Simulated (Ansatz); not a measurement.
Ansatz (a quantum-chemistry and plane-wave program) input for H3Si, SMILES [SiH3-], charge -1, PBE/def2-TZVPD. Geometry optimised at PBE0-D3(BJ)/def2-TZVPD.

Ansatz 0.2 input:
```yaml
crystal:
  periodic: [false, false, false]
  atoms:
    - {symbol: Si, position_ang: [-0.00000000, 0.00000000, -0.14597214]}
    - {symbol: H, position_ang: [1.13031148, -0.65258564, 0.68120333]}
    - {symbol: H, position_ang: [0.00000001, 1.30517127, 0.68120334]}
    - {symbol: H, position_ang: [-1.13031147, -0.65258563, 0.68120335]}
basis:
  gaussian:
    orbitals: def2-TZVPD
hamiltonian:
  xc: {name: PBE}
total_charge: -1
```

Log of the run:

```
WARN ansatz: RAYON_NUM_THREADS=1 ignored (pool sized by the plan → 1); use --threads N
Functional definition: PBE
integrals: 0.01 GiB planned
428 factors; their error is unknown
mean field: 0.12 GiB planned
mean field evaluation 1: about -7921.5257 eV, gradient 1.0e1 eV
mean field evaluation 2: about -7921.6533 eV, gradient 7.8e0 eV
mean field evaluation 4: about -7921.8850 eV, gradient 2.8e-1 eV
mean field evaluation 8: about -7921.8792 eV, gradient 5.9e-2 eV
mean field -7921.87922584 eV, -291.1236919071 hartree, gradient 5.0e-5 eV, S^2 0.000000; 0 other end points of the search recorded, 0 dependent functions left out
reference -7921.87925767 eV, -291.1236930768 hartree; 9, 9 occupied and 61, 61 virtual orbitals, 428 factors
Total energy: -7921.87925767 eV, -291.1236930768 hartree
```

The run converged.

Cost: about 0.3 core-seconds (a rough figure).
